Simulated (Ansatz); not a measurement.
Consider the isomerisation: `[SiH3][CH]1[NH][GeH2]1` → `[SiH3][GeH]1[CH2][NH]1`.

Computed with Ansatz on PBE0-D4/def2-TZVP structures; ΔE is electronic, products minus reactants. CCSD(T)/CBS is the MP2 limit (def2-TZVPP, def2-QZVPP) plus CCSD(T) − MP2 in def2-TZVPP, frozen cores. DFT in def2-TZVPP. For Ge outer-core shells are correlated without core-valence functions, which leaves a few kJ/mol of doubt a bond. Scalar relativity is left out up to krypton.

`[SiH3][CH]1[NH][GeH2]1`:

Z-matrix (Å, degrees):
```
Si
C 1 1.861
H 1 1.489 2 109.4
H 1 1.490 2 111.7 3 120.4
H 1 1.487 2 109.3 3 -119.4
N 2 1.494 1 114.7 3 168.7
Ge 2 1.925 1 121.0 3 94.2
H 2 1.092 1 116.3 3 -49.6
H 6 1.014 2 111.4 1 137.6
H 7 1.522 2 122.7 1 11.7
H 7 1.526 2 117.7 1 -153.6
```

`[SiH3][GeH]1[CH2][NH]1`:

Cartesian coordinates in Å:
```
Si 1.334 0.042 1.400
Ge -0.045 -0.873 -0.272
C -1.570 0.177 -0.824
N -0.420 0.298 -1.719
H 1.124 -0.641 2.703
H 0.951 1.474 1.523
H 2.772 -0.053 1.039
H 0.091 -2.313 -0.766
H -2.420 -0.343 -1.257
H -1.849 1.029 -0.207
H 0.031 1.202 -1.622
```

```tsv
species	PBE0-D4 energy (Eh)
`[SiH3][CH]1[NH][GeH2]1`	-2463.05778
`[SiH3][GeH]1[CH2][NH]1`	-2463.06979
```

Task: Work out ΔE.

Result: ΔE = (-2463.06979) − (-2463.05778) = -0.01201 Eh = -7.5 kcal/mol. CCSD(T)/CBS gives -5.6 kcal/mol.

Largest T1 diagnostic among the species: 0.013.

In def2-TZVPP, CCSD(T) changes the Hartree–Fock value by −1.6 kcal/mol (the triples alone add −0.2 kcal/mol) and MP2 by −1.0 kcal/mol. From PBE to PBE0 (25 % exact exchange), in def2-TZVPP and without D4, ΔE moves by +0.9 kcal/mol.
